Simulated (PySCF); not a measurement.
A GIAO shielding run with PySCF (density fitting, non-relativistic, gas phase) on SMILES CC(C)[Si@@H](C=O)[C@@H](C)F, C₆H₁₃FOSi:

```
$ OMP_NUM_THREADS=1 python probes_run.py task.json out

{"job": {"kind": "nmr", "xc": "PBE0", "basis": "pcSseg-1"}, "charge": 0, "multiplicity": 1}
C     -1.181901     1.840293    -0.125248
C     -1.068171     0.339045    -0.394952
C     -2.450323    -0.314722    -0.344395
Si     0.143571    -0.492976     0.833766
C      0.221947    -2.376134     0.438576
O      1.134253    -2.901690    -0.148136
C      1.941347     0.173426     0.644366
C      2.479283     0.142473    -0.777145
F      1.973314     1.489048     1.112381
H     -1.621495     2.020395     0.852673
H     -1.813664     2.315040    -0.874356
H     -0.206864     2.318891    -0.147766
H     -0.682912     0.211947    -1.414300
H     -2.391058    -1.371226    -0.594919
H     -3.122017     0.166442    -1.053500
H     -2.885266    -0.221385     0.648026
H     -0.306153    -0.342066     2.224047
H     -0.634573    -3.002031     0.768588
H      2.624550    -0.371642     1.306707
H      3.499250     0.521504    -0.805736
H      1.865629     0.757881    -1.431109
H      2.470841    -0.883126    -1.134892
```

Hardware: 1 thread of an Arm Neoverse N1, shared host. The job also computes population analyses, field gradients.

(1) How large is the calculation?

(2) How long does it take, and how much memory does it need?

Answers

(1) 80 electrons, 225 basis functions and 1187 auxiliary functions.

(2) 76 s of wall time, with 14 SCF cycles and 5 response iterations; peak memory 1 GiB. Times on a shared host scatter by some tens of per cent.
